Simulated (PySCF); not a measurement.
## Cost of excited-state runs on SMILES C[C@@H]1CC[NH2+][B@H-]1O, C$_{4}$H$_{12}$BNO

Molfile (atoms numbered from 1):
```
C4H12BNO
     RDKit          3D

 19 19  0  0  0  0  0  0  0  0999 V2000
    2.1923   -0.2981   -0.0175 C   0  0  0  0  0  0  0  0  0  0  0  0
    0.7343   -0.2415    0.4306 C   0  0  2  0  0  0  0  0  0  0  0  0
   -0.1043   -1.3090   -0.2865 C   0  0  0  0  0  0  0  0  0  0  0  0
   -1.5449   -0.8452   -0.1356 C   0  0  0  0  0  0  0  0  0  0  0  0
   -1.5152    0.5685   -0.5104 N   0  0  0  0  0  0  0  0  0  0  0  0
   -0.0083    1.1949    0.1736 B   0  0  1  0  0  0  0  0  0  0  0  0
   -0.3902    1.8445    1.3712 O   0  0  0  0  0  0  0  0  0  0  0  0
    2.6216   -1.2847    0.1579 H   0  0  0  0  0  0  0  0  0  0  0  0
    2.7790    0.4351    0.5292 H   0  0  0  0  0  0  0  0  0  0  0  0
    2.2742   -0.0715   -1.0788 H   0  0  0  0  0  0  0  0  0  0  0  0
    0.7068   -0.4574    1.5026 H   0  0  0  0  0  0  0  0  0  0  0  0
    0.0376   -2.3081    0.1264 H   0  0  0  0  0  0  0  0  0  0  0  0
    0.1610   -1.3362   -1.3464 H   0  0  0  0  0  0  0  0  0  0  0  0
   -1.8366   -0.9069    0.9134 H   0  0  0  0  0  0  0  0  0  0  0  0
   -2.2533   -1.4194   -0.7433 H   0  0  0  0  0  0  0  0  0  0  0  0
   -2.3025    1.0933   -0.1447 H   0  0  0  0  0  0  0  0  0  0  0  0
   -1.4653    0.6765   -1.5174 H   0  0  0  0  0  0  0  0  0  0  0  0
    0.4197    1.8892   -0.7017 H   0  0  0  0  0  0  0  0  0  0  0  0
   -0.5157    2.7852    1.2700 H   0  0  0  0  0  0  0  0  0  0  0  0
  1  2  1  0
  2  3  1  0
  3  4  1  0
  4  5  1  0
  5  6  1  0
  6  7  1  0
  6  2  1  0
  1  8  1  0
  1  9  1  0
  1 10  1  0
  2 11  1  1
  3 12  1  0
  3 13  1  0
  4 14  1  0
  4 15  1  0
  5 16  1  0
  5 17  1  0
  6 18  1  6
  7 19  1  0
M  CHG  2   5   1   6  -1
M  END
```

PySCF with density fitting, on 1 thread of an Arm Neoverse N1, shared host. Command: `OMP_NUM_THREADS=1 python excited_run.py task.json out`

**Question.** How long does each of these runs take, and how much memory?
- circular dichroism and optical rotation, B3LYP/def2-SVPD; 12 states
- circular dichroism and optical rotation, B3LYP/def2-SVPD; 12 states

**Answer.** 
```tsv
run	level	basis functions	wall time	peak memory (GiB)
circular dichroism and optical rotation	B3LYP/def2-SVPD	239	2.3 min	0.98
circular dichroism and optical rotation	B3LYP/def2-SVPD	239	77 s	0.95
```
Times from a shared host are rough.
